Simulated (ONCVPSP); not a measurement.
# Before and after: ONCV potential for zirconium (Zr)

zirconium (Zr), optimised norm-conserving Vanderbilt (ONCV), made with ONCVPSP 4.0.1 (PBE, scalar-relativistic). Core [Ar] 3d10, reference 4s2 4p6 4d3 5s1. Waves: 4s+5s: rc 2.25 bohr, ncon 5, nbas 9, qcut 5.7 1/bohr, 2 projectors; 4p: rc 1.55 bohr, ncon 4, nbas 7, qcut 6.4 1/bohr, 2 projectors, debl 3.1 Ha; 4d: rc 2.90 bohr, ncon 3, nbas 8, qcut 4.7 1/bohr, 2 projectors, debl 3.2 Ha. Local part: polynomial inside 1.40 bohr (lpopt 5, dvloc0 0 Ha). Core correction: Teter function fitted to the true core (icmod 2), fcfact 0.6.

Change: all radii but the core radius scaled by about 1.24 (s 2.80, p 1.92, d 3.60 bohr); local potential polynomial inside 1.74 bohr (lpopt 5, dvloc0 0 Ha).

Cutoffs: the cutoffs (Ha) at which the residual kinetic energy of the hardest occupied pseudo-wave falls to 1 and 0.1 mHa per electron; they do not see the model core or the augmentation charge, which bear on the density cutoff. Errors are all-electron minus pseudo energies relative to the spin-unpolarised reference configuration.

**Question.** Predict the effect on cutoff, ghosts and configuration errors.

**Answer.** The potential gets softer (18 Ha and 49 Ha → 9.4 Ha and 12 Ha); of the 4 tests that both files solve, the error grows in 3 and shrinks in 0 by more than 15 % and 0.3 meV (median size 8.9 → 39.7 meV); neither file shows a bound ghost. A larger radius leaves more room for a smooth pseudo-wave, so fewer plane waves are needed. More of the atom is replaced by a form fitted at one configuration, so other configurations suffer.

```tsv
quantity	base	changed
cutoff, loose	18 Ha	9.4 Ha
cutoff, tight	49 Ha	12 Ha
loose cutoff by channel	s 11 Ha, p 18 Ha, d 8.2 Ha	s 5.1 Ha, p 9.4 Ha, d 6.9 Ha
bound ghosts	none	none
GHOST(+) flags under 300 eV	s at 125.0 eV	none
error for 4s2 4p6 4d2 5s2, meV [ΔE -1.20 eV]	+21	+22
error for 4s2 4p6 4d2 5s1, meV [ΔE 5.94 eV]	+12	-53
error for 4s2 4p6 4d2 5s0, meV [ΔE 18.88 eV]	-5.6	-236
error for 4s2 4p6 4d3 5s0, meV [ΔE 6.33 eV]	-1.1	-27
rms error of d²Exc/dni dnj with the model core, mHa	1.41	1.99
```
